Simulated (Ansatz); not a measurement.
Steps of a relaxation of C₃H₂F₆ (`FCC(F)(F)C(F)(F)F`) with RKS PBE0-D4/def2-TZVP.

```sh
$ ansatz run in.yaml --threads 2 --pin off --events-out ev --progress --plain --max-ram 32768MiB --backend cuda --devices 0, --max-vram 18GiB
```

```yaml
crystal:
  periodic: [false, false, false]
  atoms:
    - {symbol: F, position_ang: [-1.820764, 0.031707, -1.635332]}
    - {symbol: C, position_ang: [-0.567950, 0.293413, -1.143498]}
    - {symbol: C, position_ang: [-0.440472, -0.291498, 0.262001]}
    - {symbol: F, position_ang: [-0.648236, -1.637421, 0.232240]}
    - {symbol: F, position_ang: [-1.369700, 0.262704, 1.089175]}
    - {symbol: C, position_ang: [0.957360, -0.044904, 0.891163]}
    - {symbol: F, position_ang: [1.025629, -0.557588, 2.124407]}
    - {symbol: F, position_ang: [1.204711, 1.280759, 0.955526]}
    - {symbol: F, position_ang: [1.912583, -0.615138, 0.127124]}
    - {symbol: H, position_ang: [0.206813, -0.168808, -1.792543]}
    - {symbol: H, position_ang: [-0.394573, 1.389772, -1.089761]}
basis:
  gaussian: {orbitals: def2-TZVP}
hamiltonian: {xc: pbe0, dispersion: d4}
relax: {f_tol: 0.005, max_steps: 150}
```

Positions (Å) and forces (eV/Å) along the path, 5 of 5 steps:

```xyz
11
step=1 energy=-19434.3542 eV
F    -1.821    0.032   -1.635    0.440    0.090    0.177
C    -0.568    0.293   -1.143    0.436    0.181   -0.031
C    -0.440   -0.291    0.262   -0.433   -0.227    0.115
F    -0.648   -1.637    0.232    0.101    0.729    0.083
F    -1.370    0.263    1.089    0.507   -0.344   -0.403
C     0.957   -0.045    0.891    0.369    0.094    0.122
F     1.026   -0.558    2.124   -0.005    0.334   -0.783
F     1.205    1.281    0.956   -0.120   -0.849   -0.012
F     1.913   -0.615    0.127   -0.573    0.367    0.519
H     0.207   -0.169   -1.793   -0.510    0.198    0.279
H    -0.395    1.390   -1.090   -0.213   -0.573   -0.067
11
step=2 energy=-19434.4012 eV
F    -1.805    0.033   -1.625    0.057    0.015    0.015
C    -0.557    0.295   -1.138    0.143    0.044    0.022
C    -0.440   -0.290    0.260   -0.136   -0.110    0.115
F    -0.645   -1.627    0.235    0.029    0.319    0.005
F    -1.361    0.259    1.084    0.200   -0.136   -0.201
C     0.952   -0.045    0.887    0.214    0.063    0.053
F     1.020   -0.555    2.111   -0.014    0.119   -0.292
F     1.200    1.270    0.954   -0.059   -0.336   -0.006
F     1.902   -0.610    0.131   -0.233    0.140    0.199
H     0.198   -0.166   -1.789   -0.146    0.060    0.098
H    -0.399    1.380   -1.091   -0.054   -0.178   -0.008
11
step=3 energy=-19434.4081 eV
F    -1.803    0.032   -1.621    0.014   -0.001    0.016
C    -0.555    0.294   -1.135    0.013    0.005   -0.002
C    -0.436   -0.289    0.260   -0.042   -0.015   -0.008
F    -0.644   -1.618    0.233    0.004   -0.024    0.004
F    -1.355    0.258    1.077   -0.009    0.014    0.019
C     0.953   -0.044    0.887    0.024    0.022   -0.022
F     1.018   -0.554    2.104   -0.008   -0.014    0.021
F     1.199    1.264    0.956   -0.003    0.009    0.004
F     1.898   -0.607    0.135    0.005   -0.007   -0.006
H     0.193   -0.167   -1.784    0.004   -0.004   -0.017
H    -0.401    1.374   -1.090   -0.003    0.016   -0.008
11
step=4 energy=-19434.4082 eV
F    -1.802    0.032   -1.620   -0.009   -0.001   -0.005
C    -0.554    0.294   -1.135    0.004   -0.001    0.003
C    -0.437   -0.289    0.260   -0.003   -0.003    0.002
F    -0.644   -1.619    0.233    0.001    0.004   -0.001
F    -1.356    0.258    1.078    0.002    0.001   -0.004
C     0.953   -0.044    0.886    0.007    0.007   -0.005
F     1.017   -0.555    2.104    0.000   -0.005    0.008
F     1.198    1.264    0.956   -0.001   -0.002    0.002
F     1.898   -0.606    0.134    0.000    0.001    0.000
H     0.193   -0.167   -1.785    0.000   -0.001   -0.001
H    -0.401    1.375   -1.091    0.000    0.001    0.000
11
step=5 energy=-19434.4082 eV
F    -1.803    0.032   -1.620   -0.003    0.000   -0.001
C    -0.554    0.294   -1.135    0.003    0.000    0.001
C    -0.437   -0.289    0.260   -0.001   -0.002    0.001
F    -0.644   -1.619    0.233    0.000    0.001    0.000
F    -1.355    0.259    1.077    0.001    0.001   -0.002
C     0.953   -0.044    0.886    0.002    0.004   -0.003
F     1.017   -0.555    2.104    0.000   -0.002    0.001
F     1.198    1.264    0.957   -0.001   -0.002    0.002
F     1.899   -0.606    0.134    0.000    0.001    0.001
H     0.192   -0.167   -1.786   -0.001    0.000    0.000
H    -0.401    1.375   -1.091    0.000   -0.001    0.000
```

Run time 24 s (2 threads of an AMD EPYC 7R13 on a shared host and a share of an NVIDIA H100 80 GB); peak host memory 0.93 GiB.
